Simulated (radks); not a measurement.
All-electron atom: Ce+ in [Xe] 4f1 5d1.5 6d0.5 (fractional occupations, a model configuration). Method: Dirac Kohn-Sham, BLYP, spin-unpolarised, spherical densities, point nucleus; open shells are shared between the two j in proportion to 2j + 1; computed with a radial shooting solver on a logarithmic mesh with Libxc functionals.

Unscreened Slater integrals over Kohn-Sham orbitals (cm^-1). Large and small components are both included. Empty in this configuration: 6s1/2.

F0(6d5/2,6d5/2): 23617
F2(6d5/2,6d5/2): 12812
F4(6d5/2,6d5/2): 8722.3
F0(6d5/2,6d3/2): 23720
F2(6d5/2,6d3/2): 12868
G2(6d5/2,6d3/2): 12865
G4(6d5/2,6d3/2): 8754.9
F0(6d5/2,5d5/2): 30310
F2(6d5/2,5d5/2): 6603.3
F4(6d5/2,5d5/2): 2956.5
G0(6d5/2,5d5/2): 1845.0
G2(6d5/2,5d5/2): 2248.7
G4(6d5/2,5d5/2): 1787.3
F0(6d5/2,5d3/2): 30367
F2(6d5/2,5d3/2): 6511.3
G2(6d5/2,5d3/2): 2253.0
G4(6d5/2,5d3/2): 1781.9
F0(6d5/2,6s1/2): 28967
G2(6d5/2,6s1/2): 2973.5
F0(6d3/2,6d3/2): 23826
F2(6d3/2,6d3/2): 12928
F0(6d3/2,5d5/2): 30528
F2(6d3/2,5d5/2): 6686.7
G2(6d3/2,5d5/2): 2228.6
G4(6d3/2,5d5/2): 1779.7
F0(6d3/2,5d3/2): 30585
F2(6d3/2,5d3/2): 6591.2
G0(6d3/2,5d3/2): 1830.1
G2(6d3/2,5d3/2): 2228.7
F0(6d3/2,6s1/2): 29189
G2(6d3/2,6s1/2): 3186.7
F0(5d5/2,5d5/2): 72192
F2(5d5/2,5d5/2): 37061
F4(5d5/2,5d5/2): 24279
F0(5d5/2,5d3/2): 72824
F2(5d5/2,5d3/2): 37381
G2(5d5/2,5d3/2): 37369
G4(5d5/2,5d3/2): 24485
F0(5d5/2,6s1/2): 56817
G2(5d5/2,6s1/2): 17792
F0(5d3/2,5d3/2): 73474
F2(5d3/2,5d3/2): 37727
F0(5d3/2,6s1/2): 57073
G2(5d3/2,6s1/2): 17267
F0(6s1/2,6s1/2): 49944
